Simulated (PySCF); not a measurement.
PySCF job for C₂H₄N, SMILES [CH2]N=C, multiplicity 2, PBE/pcH-1. Geometry optimised at B3LYP-D3(BJ)/def2-TZVP. The isomer is the one that the SMILES or the coordinates give; other isomers of the formula were not compared.

```python
import numpy as np
from pyscf import gto, scf, dft
from pyscf.prop.hfc import uks as hfc
from pyscf.prop.gtensor import uks as gtensor

mol = gto.M(
    atom='''
    C    -0.00000000    1.13787103    0.15430612
    N     0.00000000    0.00000000   -0.50603231
    C     0.00000000   -1.13787103    0.15430612
    H     0.00000000    1.17981891    1.24716227
    H     0.00000000    2.06673793   -0.40188588
    H    -0.00000001   -2.06673792   -0.40188589
    H     0.00000000   -1.17981891    1.24716227
    ''',
    basis='pcH-1',
    charge=0,
    spin=1,
    max_memory=1600,
    verbose=3,
)
mf = dft.UKS(mol, xc='pbe')
mf.grids.level = 3
mf.conv_tol = 1e-10
mf.max_cycle = 100
mf.kernel()
fine, coarse = mf.grids, dft.Grids(mol).set(level=1).build(with_non0tab=True)
for _ in range(3):  # follow internal instabilities
    mf.grids = coarse
    mo, _, stable, _ = mf.stability(return_status=True, nroots=4)
    mf.grids = fine
    if stable:
        break
    mf.kernel(mf.make_rdm1(mo, mf.mo_occ))
A = hfc.HFC(mf).make_fcdip(mf.make_rdm1())  # Fermi contact and dipolar terms, MHz
print('atom   A(iso)/MHz   principal dipolar parts/MHz')
for i, a in enumerate(A):
    w = np.linalg.eigvalsh((a + a.T) / 2)
    print(f'{mol.atom_symbol(i):2s}{i + 1:3d} {w.mean():12.2f}', (w - w.mean()).round(2))
gt = gtensor.GTensor(mf)
gt.dia_soc2e, gt.para_soc2e, gt.so_eff_charge = None, None, True
gt.max_cycle_cphf = 60
g = gt.kernel()
```

It prints:

```

WARN: HOMO -0.204799237800561 >= LUMO -0.204799237800566

converged SCF energy = -133.128228570396  <S^2> = 0.76405577  2S+1 = 2.0140067
<class 'pyscf.dft.uks.UKS'> wavefunction is stable in the internal stability analysis
atom   A(iso)/MHz   principal dipolar parts/MHz
C   1        52.33 [-53.29 -51.05 104.34]
N   2        -9.98 [-10.51   4.44   6.07]
C   3        52.33 [-53.29 -51.05 104.34]
H   4       -37.81 [-20.34  -2.67  23.01]
H   5       -42.75 [-24.86  -0.89  25.75]
H   6       -42.75 [-24.86  -0.89  25.75]
H   7       -37.81 [-20.34  -2.67  23.01]
SOC(1e)/OZ [-2.67227458e-05  2.31194383e-04  2.65956968e-04]
free electron g 2.00231930436182
g-tensor total [2.00218316 2.00250293 2.00250295]
g-shift (ppt) [-0.13614019  0.18362575  0.18364541]
```

Self-consistency was reached.
